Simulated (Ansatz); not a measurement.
CH3BClFZn, SMILES `F[B]([ZnH])CCl`. Total charge 0; spin multiplicity 1. All single points use the PBE0-D4/def2-TZVP geometry. It is one conformer, not always the lowest.

```xyz
8

F     1.618   -0.196   -1.145
B     0.434   -0.097   -0.544
Zn   -1.124    1.012   -1.404
C     0.350   -0.738    0.902
Cl    0.379    0.783    1.868
H    -2.292    1.826   -2.031
H    -0.576   -1.255    1.149
H     1.212   -1.335    1.204
```

Q: What is the dipole moment at r2SCAN/def2-TZVPP? (Estimate.)

A: Ansatz gave: 1.77 D, with components (-0.22, -1.74, 0.24) D in this frame, pointing from negative to positive charge.

Q: And with PBE, B3LYP, ωB97M-V? (Best estimate.)

A: Ansatz gave: PBE 1.71 D, B3LYP 1.76 D, ωB97M-V 1.74 D.

Q: Give the Mulliken charges with r2SCAN, B3LYP, PBE in def2-TZVPP. (Best estimate.)

A: Ansatz gave: 
| atom | r2SCAN | B3LYP | PBE |
| --- | --- | --- | --- |
| F1 | -0.25 | -0.24 | -0.19 |
| B2 | 0.31 | 0.33 | 0.30 |
| Zn3 | 0.07 | 0.02 | -0.05 |
| C4 | -0.07 | -0.13 | -0.13 |
| Cl5 | -0.15 | -0.15 | -0.12 |
| H6 | -0.12 | -0.11 | -0.08 |
| H7 | 0.10 | 0.14 | 0.14 |
| H8 | 0.10 | 0.13 | 0.13 |

B3LYP here is the variant with VWN-RPA as its local correlation; programs differ in this.
